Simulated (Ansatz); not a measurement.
Ansatz (an electronic-structure program) input:
A basis named .json is the Basis Set Exchange file of that set.

Ansatz 0.2 input:
```yaml
crystal:
  periodic: [false, false, false]
  atoms:
    - {symbol: Si, position_ang: [0.57361799, 0.27466873, -0.48914448]}
    - {symbol: C, position_ang: [1.42239392, -1.35420756, -0.43339182]}
    - {symbol: Cl, position_ang: [1.53161955, 1.75188191, 0.51210035]}
    - {symbol: N, position_ang: [-1.03977761, 0.08877382, 0.46647253]}
    - {symbol: Si, position_ang: [-2.19303706, -1.29180323, -0.05783350]}
    - {symbol: H, position_ang: [0.08858160, 0.73046100, -1.79639807]}
    - {symbol: H, position_ang: [0.85881125, -2.12243161, -0.96714047]}
    - {symbol: H, position_ang: [2.39536546, -1.26043126, -0.92132340]}
    - {symbol: H, position_ang: [1.59700442, -1.68583236, 0.59177033]}
    - {symbol: H, position_ang: [-0.81628508, -0.01673587, 1.45981849]}
    - {symbol: H, position_ang: [-3.49453821, -0.93482474, 0.51974027]}
    - {symbol: H, position_ang: [-1.57398624, -2.49081712, 0.51949995]}
    - {symbol: H, position_ang: [-2.14305256, -1.24118799, -1.52506480]}
    - {symbol: H, position_ang: [-1.53348657, 0.98351881, 0.40612636]}
basis:
  gaussian:
    orbitals: cc-pV_T+d_Z.json
    fitting: {mean_field: def2-universal-jkfit, correlation: cc-pVTZ-RIFIT.json}
total_charge: 1
magnetization: {spin_polarized: false}
correlation: {method: mp2, electrons: outside_noble_gas}
```

### Question
Predict the final energy.

### Answer
-1135.72653 Eh (RI-MP2/cc-pV(T+d)Z). The basis has 303 functions.

It need not be the lowest isomer of its formula.
